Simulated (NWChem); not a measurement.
System: BeH2SO; SMILES [OH][Be][SH]

NWChem input:

```
start job
memory heap 200 mb stack 900 mb global 1100 mb
geometry units angstroms noautosym nocenter noautoz
  Be     0.018614    -0.669370    -0.061784
  O      0.000666    -2.085586    -0.181344
  H     -0.071058    -2.829122     0.429919
  S      0.078411     1.236616     0.081552
  H     -1.279630     1.326860    -0.020060
end
basis spherical
  Be library def2-svp
  O library def2-svp
  H library def2-svp
  S library def2-svp
end
dft
  xc xpbe96 cpbe96
  disp vdw 4
  iterations 150
end
property
  response 1 0.0856
end
raman
  normal
  lorentzian
end
task dft raman
```

Output (shortened):

```
             Northwest Computational Chemistry Package (NWChem) 7.3.0
             --------------------------------------------------------

                             Geometry "geometry" -> ""
                             -------------------------

 Output coordinates in angstroms (scale by  1.889725989 to convert to a.u.)

  No.       Tag          Charge          X              Y              Z
 ---- ---------------- ---------- -------------- -------------- --------------
    1 Be                   4.0000     0.01861400    -0.66937000    -0.06178400
    2 O                    8.0000     0.00066600    -2.08558600    -0.18134400
    3 H                    1.0000    -0.07105800    -2.82912200     0.42991900
    4 S                   16.0000     0.07841100     1.23661600     0.08155200
    5 H                    1.0000    -1.27963000     1.32686000    -0.02006000

 Effective nuclear repulsion energy (a.u.)      65.7320167463

  pbe96 is a nonlocal functional; adding pw91lda local functional.
  util_pr load raman

                                  Raman Analysis
                                  --------------

[second-derivative integrals and response iterations left out]

  Vibrational analysis via the FX method

  See chapter 2 in "Molecular Vibrations" by Wilson, Decius and Cross

  Vib: Default input used

 ---------------------------- Atom information ----------------------------
     atom    #        X              Y              Z            mass
 --------------------------------------------------------------------------
    Be       1  3.5175360D-02 -1.2649259D+00 -1.1675483D-01  9.0121800D+00
    O        2  1.2585575D-03 -3.9411861D+00 -3.4269047D-01  1.5994910D+01
    H        3 -1.3428015D-01 -5.3462654D+00  8.1242911D-01  1.0078250D+00
    S        4  1.4817530D-01  2.3368654D+00  1.5411093D-01  3.1972070D+01
    H        5 -2.4181501D+00  2.5074018D+00 -3.7907903D-02  1.0078250D+00
 --------------------------------------------------------------------------

[unprojected Hessian and modes left out]

        Vibrational analysis via the FX method
  --- with translations and rotations projected out ---
  --- via the Eckart algorithm                      ---
 Projected Nuclear Hessian trans-rot subspace norm:2.9332D-33
                         (should be close to zero!)

[projected Hessian left out]

 Rotational Constants
 --------------------
 A=   7.553452 cm-1  ( 10.867489 K)
 B=   0.126486 cm-1  (  0.181981 K)
 C=   0.125171 cm-1  (  0.180089 K)

 Temperature                      =   298.15K
 frequency scaling parameter      =   1.0000

 Zero-Point correction to Energy  =   14.546 kcal/mol  (  0.023181 au)
 Thermal correction to Energy     =   17.665 kcal/mol  (  0.028150 au)
 Thermal correction to Enthalpy   =   18.257 kcal/mol  (  0.029094 au)

 Total Entropy                    =   67.436 cal/mol-K
   - Translational                =   38.128 cal/mol-K (mol. weight =  58.9948)
   - Rotational                   =   22.118 cal/mol-K (symmetry #  =        1)
   - Vibrational                  =    7.190 cal/mol-K

 Cv (constant volume heat capacity) =   15.042 cal/mol-K
   - Translational                  =    2.979 cal/mol-K
   - Rotational                     =    2.979 cal/mol-K
   - Vibrational                    =    9.083 cal/mol-K

[normal modes left out]

 ----------------------------------------------------------------------------
 Normal Eigenvalue ||           Projected Infra Red Intensities
  Mode   [cm**-1]  || [atomic units] [(debye/angs)**2] [(KM/mol)] [arbitrary]
 ------ ---------- || -------------- ----------------- ---------- -----------
    1       -0.000 ||    0.000433           0.010         0.422       0.070
    2       -0.000 ||    0.000000           0.000         0.000       0.000
    3       -0.000 ||    0.019839           0.458        19.340       3.226
    4        0.000 ||    0.021223           0.490        20.690       3.451
    5        0.000 ||    0.002274           0.052         2.217       0.370
    6        0.000 ||    0.000695           0.016         0.677       0.113
    7      238.814 ||    0.038814           0.895        37.837       6.312
    8      247.161 ||    0.017907           0.413        17.457       2.912
    9      277.855 ||    0.144523           3.334       140.888      23.502
   10      397.958 ||    0.222449           5.132       216.854      36.174
   11      479.134 ||    0.011059           0.255        10.781       1.798
   12      642.021 ||    0.005487           0.127         5.349       0.892
   13     1393.361 ||    0.255839           5.902       249.404      41.604
   14     2607.621 ||    0.000471           0.011         0.459       0.077
   15     3896.358 ||    0.181393           4.185       176.831      29.498
 ----------------------------------------------------------------------------

(mode_ini,mode_end)=(    1,    9)
 task_raman_doit:                no rminfo found
(begin,last,steps)=(   7,  15,   2)
  dal ramantype                     1
 ENTER raman default
Generating fname_raman3=./job.raman_0007-0015
(ii,rminfo(ii,1))=(    7,     0.00000000)
 ramanpolfile=./job.ramanpol_0001-1
 ramanpol_read: failed to open ./job.ramanpol_0001-1
[response runs at displaced geometries left out]
 Showing rminfo:
(start,last,rmmodes,nfreq,plot,width)=(   1,  15,   9,   1,normal          ,    20.00000000)
rminfo(   1)=(   238.81391214,     1.17500251,     0.00000000,     1.17500251)
rminfo(   2)=(   247.16077905,     1.88118853,     0.00000000,     1.88118853)
rminfo(   3)=(   277.85517554,     0.81453982,     0.00000000,     0.81453982)
rminfo(   4)=(   397.95778858,     6.12637383,     0.00000000,     6.12637383)
rminfo(   5)=(   479.13388121,    15.08473726,     0.00000000,    15.08473726)
rminfo(   6)=(   642.02131505,     4.86712933,     0.00000000,     4.86712933)
rminfo(   7)=(  1393.36139357,     1.51052249,     0.00000000,     1.51052249)
rminfo(   8)=(  2607.62106256,   152.08519915,     0.00000000,   152.08519915)
rminfo(   9)=(  3896.35839019,   124.27491725,     0.00000000,   124.27491725)

 Raman scattering data written to ./job.normal
```

Level: PBE-D3(BJ)/def2-SVP. The geometry was optimised at PBE-D3(BJ)/def2-SVP.
